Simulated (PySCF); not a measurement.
GeCl2, SMILES [Cl][Ge][Cl] (connectivity only; charge and spin as stated), neutral, multiplicity 1.

Coordinates come from a PBE0-D3(BJ)/def2-TZVP optimisation. The isomer is the one that the SMILES or the coordinates give; other isomers of the formula were not compared.

The numbers are results of PBE/def2-TZVPD in PySCF, not measurements.

Symmetry labels are those of the subgroup C2v that the program uses (full group C2v).

List the valence orbital energies around the gap with their symmetry. (Estimate from the structure and the level; the computed values follow.)


| orbital | symmetry | energy (eV) |
|---|---|---|
| HOMO−7 | B2 | -20.15 |
| HOMO−6 | A1 | -13.04 |
| HOMO−5 | B2 | -9.75 |
| HOMO−4 | A1 | -8.78 |
| HOMO−3 | B1 | -8.73 |
| HOMO−2 | A2 | -8.07 |
| HOMO−1 | B2 | -7.65 |
| HOMO | A1 | -7.07 |
| LUMO | B1 | -3.86 |
| LUMO+1 | A1 | -1.26 |
| LUMO+2 | B2 | -1.23 |
| LUMO+3 | A1 | 0.04 |
